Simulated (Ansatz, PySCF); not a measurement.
This Ansatz (a quantum-chemistry and plane-wave program) input computes a SVWN5/def2-TZVPD energy:

Ansatz 0.2 input:
```yaml
crystal:
  periodic: [false, false, false]
  atoms:
    - {symbol: Sn, position_ang: [0.00131455, -0.00152662, 0.05631125]}
    - {symbol: H, position_ang: [-1.50929496, -0.22596275, -0.91061453]}
    - {symbol: H, position_ang: [0.93871414, -1.13670721, -0.99245238]}
    - {symbol: H, position_ang: [0.50485334, 1.43900107, -0.91249563]}
basis:
  gaussian:
    orbitals: def2-TZVPD
hamiltonian:
  xc: {name: SVWN5}
total_charge: -1
output: {forces: true}
```

Task: Write an input for the same energy in PySCF and say what it gives.

Result: 
```python
from pyscf import gto, scf, dft

mol = gto.M(
    atom='''
    Sn    0.00131455   -0.00152662    0.05631125
    H    -1.50929496   -0.22596275   -0.91061453
    H     0.93871414   -1.13670721   -0.99245238
    H     0.50485334    1.43900107   -0.91249563
    ''',
    basis='def2-tzvpd',
    ecp='def2-tzvp',
    charge=-1,
    spin=0,
    verbose=4,
)

mf = dft.RKS(mol, xc='svwn').density_fit(auxbasis='def2-universal-jkfit')
mf.grids.level = 3
mf.conv_tol = 1e-9
mf.max_cycle = 100
mf.max_memory = 1500
mf.kernel()
if not mf.converged:
    mf = mf.newton()
    mf.kernel(mf.make_rdm1())
mf.analyze()
```
It gives -215.74305 Eh, and Ansatz -215.74301 Eh, a difference of 0.04 mEh, from the treatment of integrals and grids.
